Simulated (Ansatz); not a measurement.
`C[Si](C)([SiH3])Cl` → `[SiH3]CC[SiH2]Cl`  (isomerisation)

Program: Ansatz. Geometries: PBE0-D4/def2-TZVP. ΔE: electronic, gas phase. CCSD(T)/CBS adds triple-zeta CCSD(T) − MP2 to the extrapolated MP2 energy (def2 sets, frozen cores). DFT in def2-TZVPP. B3LYP here is the variant with VWN-RPA as its local correlation; programs differ in this. Each species was taken in one conformer, which may not be the lowest.

CCSD(T)/CBS gives +70.3 kJ/mol.

Another level gave +62.6 kJ/mol. Which?
A. B3LYP-D4/def2-TZVPP
B. HF/def2-TZVPP
C. ωB97M-V/def2-TZVPP
D. r2SCAN-D4/def2-TZVPP

B. HF/def2-TZVPP 62.6, r2SCAN-D4 80.3, ωB97M-V 67.8, B3LYP-D4 73.2 kJ/mol.

Largest T1 diagnostic among the species: 0.010.

In def2-TZVPP, CCSD(T) changes the Hartree–Fock value by +6.2 kJ/mol (the triples alone add +1.2 kJ/mol) and MP2 by +4.1 kJ/mol. From PBE to PBE0 (25 % exact exchange), in def2-TZVPP and without D4, ΔE moves by −3.3 kJ/mol.
